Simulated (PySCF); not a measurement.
CH9FOSi3, SMILES C[SiH2]O[Si@H](F)[SiH3]. Coordinates come from a PBE0-D3(BJ)/def2-SVP optimisation. The structure was generated by enumeration; whether it is a known compound was not checked. One conformer was computed; it need not be the lowest.

Computed equilibrium geometry at PBE0-D3(BJ)/def2-SVP (PySCF confirms it by a frequency run) as Cartesian coordinates in Å (one conformer of several):
```xyz
15

C     -2.9492    -0.0899    -0.0953
Si    -1.5366    -0.8842    -1.0176
O     -0.2210    -1.0514     0.0051
Si     0.8512    -0.1449     0.8603
F      0.0187     0.9894     1.6871
Si     2.3043     0.9883    -0.5862
H     -2.6319     0.8799     0.3183
H     -3.8121     0.0777    -0.7587
H     -3.2745    -0.7263     0.7418
H     -1.8869    -2.2493    -1.5019
H     -1.1273    -0.0407    -2.1841
H      1.5151    -1.0232     1.8599
H      3.0691     0.0011    -1.4086
H      1.5096     1.8673    -1.4980
H      3.2691     1.8295     0.1860
```
